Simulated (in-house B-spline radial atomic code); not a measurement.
Binding energies in Bi6+

NIST's tabulated ground configuration is [Xe] 4f14 5d9; each binding energy is the energy of the ion with one electron taken from that subshell, relaxed, less that of the parent. Computed with a radial B-spline atomic code at the basis-set limit: Dirac-Hartree-Fock, average of configuration, Fermi nucleus of rms radius 5.5211 fm. Energies include first-order Breit, QED and recoil terms.

| subshell | X-ray name | binding energy (eV) | -ε (eV) | relaxation (eV) |
| --- | --- | --- | --- | --- |
| 1s | K | 90609.7 | 91218.1 | 93.5 |
| 2p1/2 | L2 | 15799.2 | 15925.8 | 60.2 |
| 2p3/2 | L3 | 13506.1 | 13602.6 | 55.9 |
| 3s | M1 | 4093.8 | 4137.7 | 29.9 |
| 3p1/2 | M2 | 3788.8 | 3833.2 | 31.2 |
| 3p3/2 | M3 | 3270.1 | 3306.5 | 28.8 |
| 4s | N1 | 1032.3 | 1047.2 | 11.7 |
| 4p1/2 | N2 | 899.4 | 913.9 | 11.7 |
| 4p3/2 | N3 | 770.6 | 782.4 | 10.4 |
| 5s | O1 | 251.9 | 255.0 | 2.5 |
| 4f5/2 | N6 | 247.5 | 257.3 | 10.0 |
| 4f7/2 | N7 | 242.2 | 251.6 | 9.8 |
| 5p1/2 | O2 | 203.7 | 206.4 | 2.2 |
| 5p3/2 | O3 | 178.6 | 180.6 | 1.8 |
| 5d | O4,5 | 106 | 107.2 | 1.2 |

Relaxation = -ε minus the binding energy without Breit, QED and recoil terms.

Emission lines follow as differences of binding energies, with λ = 12398.42 eV·Å / E:

```csv
line,holes,energy (eV),wavelength (Å)
K-L3,1s → 2p3/2,77103.6,0.1608
K-L2,1s → 2p1/2,74810.5,0.16573
K-M3,1s → 3p3/2,87339.6,0.14196
L3-M1,2p3/2 → 3s,9412.3,1.3173
```

What screening constant σ does Moseley's law, E = (3/4)·13.6057 eV·(Z - σ)², need for K-L3?

σ = -3.93.

Moseley's non-relativistic formula needs a falling, then negative, screening constant for heavy elements, because relativity binds the 1s electron more strongly than the formula allows.

What does it cost to remove both a 4p1/2 and a 4f7/2 electron?

1179.8 eV, which is 38.27 eV more than the two single binding energies together.

What does it cost to remove both a 3p3/2 and a 4s electron?

4348.1 eV, which is 45.71 eV more than the two single binding energies together.
